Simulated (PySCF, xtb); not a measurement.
Cd(Br)(NH2) (BrCdH₂N), SMILES [Cd]([Br])[NH2].

GFN2-xTB in xtb at its own geometry gives an orbital gap of 3.07 eV and a dipole moment of 6.56 D.

The structure is a stationary point at PBE-D3(BJ)/def2-TZVP. The def2 effective core potentials stand for the cores of Cd; spin–orbit coupling is left out. Other conformers were not sampled.

Question: What does PBE/def2-TZVPD run with PySCF give? (Estimate from the structure and the level; the computed values follow.)

Answer: gap 3.79 eV (levels -6.23 and -2.44 eV), dipole 2.38 D.
